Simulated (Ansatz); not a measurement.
Species: sum formula BN₂H₅Br, net charge 1, singlet state. It need not be the lowest isomer of its formula. 
Geometry from a B3LYP-D3(BJ)/def2-TZVP (Ansatz, a first-principles code) optimisation:
```
B
N 1 1.3664
H 2 1.0096 1 126.12
H 2 1.0107 3 112.80 1 -180.00
N 1 1.5702 2 118.09 3 0.00
H 5 1.0227 1 114.54 2 0.00
H 5 1.0245 6 107.74 1 -123.07
H 5 1.0245 6 107.74 7 -113.86
Br 1 1.8928 2 127.36 3 -180.00
```
Charge +1, spin multiplicity 1.

Basis-set convergence of Hartree-Fock and CCSD(T) correlation energies (hartree) with Ansatz. Valence correlation only, unless marked. No spin-orbit coupling. Frozen are the shells of the preceding noble gas and the d and f shells that filled before the atom's block. Non-relativistic.

```json
[
 {"basis": "cc-pVDZ", "functions": "94", "E(HF)": "-2708.78247", "E(corr, CCSD(T))": "-0.59414"},
 {"basis": "cc-pVTZ", "functions": "203", "E(HF)": "-2708.90049", "E(corr, CCSD(T))": "-0.74786"},
 {"basis": "cc-pVQZ", "functions": "383", "E(HF)": "-2708.91285", "E(corr, CCSD(T))": "-0.79749"}
]
```

Extrapolating the two largest sets (X = 3 and 4) as X^-3: E(corr) = (64·(-0.79749) - 27·(-0.74786))/37 = -0.8337 Eh, an estimate of the basis-set limit. The largest set recovers 95.7 % of it, the smallest 71.3 %.
